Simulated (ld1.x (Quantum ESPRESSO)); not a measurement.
## How hard is this gallium TM potential?

ld1.x (Quantum ESPRESSO) 7.5 input, shortened:

```
&input
   title='Ga', zed=31., rel=1, dft='PZ', iswitch=3,
   config='[Ar] 3d10 4s2 4p1'
 /
 &inputp
   pseudotype=2, tm=.true., lloc=1,
   nlcc=.false.
 /
2
4S  1  0   2.00   0.00  1.55  1.55  0.0
4P  2  1   1.00   0.00  1.95  1.95  0.0
 &test
   configts(1)='4s2 4p1'
 /
```

The pseudo-atom Hamiltonian at the reference potential is diagonalised in spherical Bessel functions j_l(qr) that vanish at 20 bohr, with q² up to the cutoff. All-electron valence levels (Ry): 4s -0.6743, 4p -0.2013.

Task: How do the lowest levels (Ry) of each channel move with the cutoff, and are there ghosts?

Result:

| cutoff (Ry) | s #1 | s #2 | p #1 | d #1 | f #1 | f #2 | Σ f·Δε (mRy) |
| --- | --- | --- | --- | --- | --- | --- | --- |
| 8 | -22.4827 | -0.6419 | -0.1982 | 0.0506 | 0.1046 | 0.2286 | 68.0 |
| 12 | -31.0188 | -0.6660 | -0.2000 | 0.0506 | 0.1046 | 0.2286 | 17.9 |
| 15 | -32.3859 | -0.6673 | -0.2009 | 0.0505 | 0.1046 | 0.2286 | 14.2 |
| 21 | -33.0383 | -0.6685 | -0.2011 | 0.0505 | 0.1046 | 0.2286 | 11.6 |
| 25 | -34.3868 | -0.6701 | -0.2012 | 0.0505 | 0.1046 | 0.2286 | 8.5 |
| 35 | -40.5701 | -0.6735 | -0.2012 | 0.0505 | 0.1046 | 0.2286 | 1.5 |
| 40 | -41.7828 | -0.6738 | -0.2012 | 0.0505 | 0.1046 | 0.2286 | 1.0 |
| 50 | -41.9929 | -0.6739 | -0.2012 | 0.0505 | 0.1046 | 0.2286 | 0.9 |
| 400 | -44.1314 | -0.6743 | -0.2012 | 0.0505 | 0.1046 | 0.2286 | 0.0 |

Result: ghost state, extra bound levels that the all-electron valence spectrum of the same l lacks: s at -600.4 eV (a true bound ghost makes a file unfit for plane-wave use); 10 mRy is reached at 25 Ry and 1 mRy at 40 Ry.
